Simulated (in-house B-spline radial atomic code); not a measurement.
Results of a calculation; reference values are marked as such.
# C6 from the polarisability at imaginary frequency: Ca III (Ca2+)

BHandHLYP linear response of the closed shell [Ne] 3s2 3p6, from an all-electron radial atomic-structure program (B-spline basis); scalar-relativistic (spin-free one-electron X2C), finite nucleus, no spin-orbit coupling.

The dispersion coefficient of two like species is C6 = (3/π) ∫ α(iu)² du from 0 to ∞.

```csv
u (hartree),α(iu) (bohr³)
0,3.287
0.156,3.239
0.364,3.045
0.624,2.669
1.04,2.016
1.56,1.383
2.34,0.8313
3.64,0.4313
5.2,0.245
7.79,0.1279
13,0.05648
26,0.01822
```

(1) Fit one oscillator, α(iu) = α(0)/(1 + u²/ω²), through u = 2.34 and estimate C6.

(2) How does that compare with the full integral?

Answers

(1) From α(0)/α(iu) − 1 = 3.287/0.8313 − 1 = 2.9540, ω = u/√2.9540 = 1.3615 hartree (37.0 eV). London's formula gives C6 = (3/4) α(0)² ω = 0.75 × 3.287² × 1.3615 = 11.03 hartree·bohr⁶, and the oscillator holds f = α(0) ω² = 6.09 electrons, of a sum of oscillator strengths of 17.9.

(2) The program's quadrature over all excitations gives C6 = 10.85, so the single oscillator is off by +1.7 %. At the last point the fit gives α = 0.00899 against 0.0182: higher excitations, and deeper shells where there are any, keep the true curve higher at large u.
